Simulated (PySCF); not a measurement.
Isomers of C6H10ClNSi2, mass 187.004 u with the commonest isotopes. Level of theory: PBE0/pcSseg-1 in PySCF (dipole) on a GFN2-xTB geometry, gas phase. One conformer each, none proved a minimum here; rigid rotors.

Task: Order these by radius of gyration √(Σ m r²/M), largest first.
A. `[N:1]#[C:2][C:3]1=[CH:4][C@H:5]([SiH2:6][CH2:7][Cl:8])[CH2:9][SiH2:10]1` with C4–C5–Si6–C7 58°, C5–Si6–C7–Cl8 56°, C3–C4–C5–Si6 106°, C4–C5–C9–Si10 20°, C5–C9–Si10–C3 -16°, C2–C3–Si10–C9 -172°
B. `[Cl:1][CH2:2][SiH2:3][SiH2:4][c:5]1[cH:6][cH:7][cH:8][cH:9][n:10]1` with Cl1–C2–Si3–Si4 -175°, C2–Si3–Si4–C5 -42°, Si3–Si4–C5–C6 168°
C. `[CH3:1]/[N:2]=[CH:3]\[C:4]#[C:5][C@@H:6]1[SiH2:7][C@@H:8]1[SiH2:9][Cl:10]` with Si7–C8–Si9–Cl10 102°

Result: C (2.859 Å), B (2.830 Å), A (2.752 Å).

Task: Order these by out-of-plane moment Σ m c² = (Ia + Ib − Ic)/2, largest first.
A. `[Cl:1][CH2:2][SiH2:3][SiH2:4][c:5]1[cH:6][cH:7][cH:8][cH:9][n:10]1` with Cl1–C2–Si3–Si4 -175°, C2–Si3–Si4–C5 -42°, Si3–Si4–C5–C6 168°
B. `[N:1]#[C:2][C:3]1=[CH:4][C@H:5]([SiH2:6][CH2:7][Cl:8])[CH2:9][SiH2:10]1` with C4–C5–Si6–C7 58°, C5–Si6–C7–Cl8 56°, C3–C4–C5–Si6 106°, C4–C5–C9–Si10 20°, C5–C9–Si10–C3 -16°, C2–C3–Si10–C9 -172°
C. `[CH3:1]/[N:2]=[CH:3]\[C:4]#[C:5][C@@H:6]1[SiH2:7][C@@H:8]1[SiH2:9][Cl:10]` with Si7–C8–Si9–Cl10 102°

Result: B (78.56 u·Å²), C (69.35 u·Å²), A (33.67 u·Å²).

Task: Order these by rotational constant A, smallest first.
A. `[CH3:1]/[N:2]=[CH:3]\[C:4]#[C:5][C@@H:6]1[SiH2:7][C@@H:8]1[SiH2:9][Cl:10]` with Si7–C8–Si9–Cl10 102°
B. `[Cl:1][CH2:2][SiH2:3][SiH2:4][c:5]1[cH:6][cH:7][cH:8][cH:9][n:10]1` with Cl1–C2–Si3–Si4 -175°, C2–Si3–Si4–C5 -42°, Si3–Si4–C5–C6 168°
C. `[N:1]#[C:2][C:3]1=[CH:4][C@H:5]([SiH2:6][CH2:7][Cl:8])[CH2:9][SiH2:10]1` with C4–C5–Si6–C7 58°, C5–Si6–C7–Cl8 56°, C3–C4–C5–Si6 106°, C4–C5–C9–Si10 20°, C5–C9–Si10–C3 -16°, C2–C3–Si10–C9 -172°

Result: A (1047 MHz), C (1348 MHz), B (1464 MHz).

| SMILES | point group | Ia (u·Å²) | Ib (u·Å²) | Ic (u·Å²) | κ | μa (D) | μb (D) | μc (D) |
| --- | --- | --- | --- | --- | --- | --- | --- | --- |
| N#CC1=C[C@H]([SiH2]CCl)C[SiH2]1 | C1 | 374.98 | 1119.69 | 1337.54 | -0.85 | 2.57 | 3.95 | 0.51 |
| C/N=C\C#C[C@@H]1[SiH2][C@@H]1[SiH2]Cl | C1 | 482.66 | 1115.02 | 1459.00 | -0.69 | 1.63 | 2.68 | 0.41 |
| ClC[SiH2][SiH2]c1ccccn1 | C1 | 345.22 | 1186.56 | 1464.43 | -0.86 | 4.54 | 0.07 | 0.84 |
